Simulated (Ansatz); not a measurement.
Calculation: frozen-core CCSD(T)/cc-pVTZ // B3LYP-D3(BJ)/def2-TZVP (Ansatz, a first-principles code).

Ansatz 0.2 input:
```yaml
crystal:
  periodic: [false, false, false]
  atoms:
    - { symbol: O, position_ang: [1.91627, 0.356087, 0.672733] }
    - { symbol: C, position_ang: [1.121838, 0.030257, -0.176472] }
    - { symbol: Si, position_ang: [-0.784882, -0.006861, 0.117015] }
    - { symbol: H, position_ang: [1.49529, -0.266476, -1.186592] }
    - { symbol: H, position_ang: [-1.41663, 0.909433, -0.862232] }
    - { symbol: H, position_ang: [-1.26264, -1.384862, -0.148361] }
    - { symbol: H, position_ang: [-1.080328, 0.404907, 1.50332] }
basis:
  gaussian: { orbitals: cc-pVTZ }
correlation:
  method: ccsd_t
```

Output:

```
Functional definition: HF
866 factors; integrals over basis functions are off by at most 1.1e-3 eV
mean field evaluation 1: about -10991.0063 eV, gradient 3.3e1 eV
mean field evaluation 2: about -10991.0128 eV, gradient 3.3e1 eV
mean field evaluation 4: about -10993.7217 eV, gradient 3.3e0 eV
mean field evaluation 8: about -10993.7886 eV, gradient 2.0e-1 eV
mean field evaluation 16: about -10993.7738 eV, gradient 8.2e-1 eV
mean field -10993.78883572 eV, -404.0142878550 hartree, gradient 3.5e-6 eV, S^2 0.000000; 0 other end points of the search recorded, 0 dependent functions left out
7 core orbitals not correlated
reference -10993.78883572 eV, -404.0142878550 hartree; 9, 9 occupied and 134, 134 virtual orbitals, 866 factors
second order -14.01916167 eV of doubles, -0.00000000 eV of singles
cycle   1  -14.26145884 eV  change   -2.4e-1 eV  update   9.9e-2
cycle   2  -14.71310604 eV  change   -4.5e-1 eV  update   3.3e-2
cycle   3  -14.83542443 eV  change   -1.2e-1 eV  update   1.8e-2
cycle   4  -14.82246586 eV  change    1.3e-2 eV  update   4.4e-3
cycle   5  -14.82312416 eV  change   -6.6e-4 eV  update   2.1e-3
cycle   6  -14.82385876 eV  change   -7.3e-4 eV  update   5.8e-4
cycle   7  -14.82355762 eV  change    3.0e-4 eV  update   2.5e-4
cycle   8  -14.82350234 eV  change    5.5e-5 eV  update   8.1e-5
cycle   9  -14.82352393 eV  change   -2.2e-5 eV  update   3.6e-5
cycle  10  -14.82351413 eV  change    9.8e-6 eV  update   1.3e-5
perturbative correction -0.60023987 eV, -0.0220584084 hartree
Total energy: -11009.21258972 eV, -404.5811003598 hartree
```

Cost: roughly 14 core-seconds.
